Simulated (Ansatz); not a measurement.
Reaction (formal exchange of groups at a B–O bond): `OB(F)[SiH2]S` + `C=C=CCCl` → `FB(CCl)[SiH2]S` + `C=C=CO`

Program: Ansatz. Geometries: PBE0-D4/def2-TZVP. ΔE: electronic, gas phase. CBS: MP2 limit from def2 TZ/QZ plus the TZ coupled-cluster correction, frozen cores. DFT in def2-TZVPP. B3LYP here is the variant with VWN-RPA as its local correlation; programs differ in this. Each species was taken in one conformer, which may not be the lowest.

`OB(F)[SiH2]S`:

```xyz
9

O    -1.562    0.316   -0.771
B    -0.298    0.770   -0.668
F     0.052    1.873   -1.335
Si    1.055   -0.242    0.461
S     0.033   -1.556    1.810
H    -2.123    0.854   -1.342
H     1.988   -0.979   -0.436
H     1.874    0.678    1.291
H    -1.020   -1.714    0.990
```

`C=C=CCCl`:

Cartesian coordinates in Å:
```
C -1.809 0.626 -0.919
C -0.571 0.439 -0.575
C 0.668 0.249 -0.220
C 1.053 -0.544 0.979
Cl 1.999 -1.998 0.519
H -2.310 -0.057 -1.598
H -2.377 1.470 -0.543
H 1.470 0.679 -0.814
H 1.698 0.027 1.646
H 0.179 -0.891 1.525
```

`FB(CCl)[SiH2]S`:

Z-matrix (Å, degrees):
```
C
B 1 1.571
Cl 1 1.807 2 95.5
H 1 1.088 2 116.4 3 -112.2
H 1 1.089 2 116.5 3 112.9
F 2 1.327 1 118.0 3 -97.7
Si 2 2.036 1 122.6 3 79.4
S 7 2.145 2 111.3 1 -0.4
H 7 1.488 2 111.4 1 -126.2
H 7 1.489 2 109.7 1 114.2
H 8 1.345 7 94.3 2 -55.1
```

`C=C=CO`:

Cartesian coordinates in Å:
```
C 1.324 0.518 0.618
C 0.159 0.036 0.297
C -1.011 -0.450 -0.015
O -1.545 -0.540 -1.265
H 2.210 -0.111 0.661
H 1.460 1.570 0.861
H -1.684 -0.840 0.741
H -0.913 -0.183 -1.897
```

CCSD(T)/CBS gives +194.3 kJ/mol.

**Question.** Another level gave +194.1 kJ/mol. Which?
A. SCS-MP2/def2-TZVPP
B. r2SCAN/def2-TZVPP
C. B3LYP/def2-TZVPP
D. HF/def2-TZVPP

**Answer.** C. B3LYP 194.1, r2SCAN 188.4, HF/def2-TZVPP 208.5, SCS-MP2/def2-TZVPP 199.3 kJ/mol.

Largest T1 diagnostic among the species: 0.013.

From PBE to PBE0 (25 % exact exchange), in def2-TZVPP and without D4, ΔE moves by +7.1 kJ/mol. The D4 term adds −5.4 kJ/mol with B3LYP and −3.1 kJ/mol with PBE0; it sums over pairs of atoms, weighted by their polarisabilities, and B3LYP, whose exchange is more repulsive, gets the larger term. In def2-TZVPP, CCSD(T) changes the Hartree–Fock value by −14.7 kJ/mol (the triples alone add −3.2 kJ/mol) and MP2 by −8.1 kJ/mol.
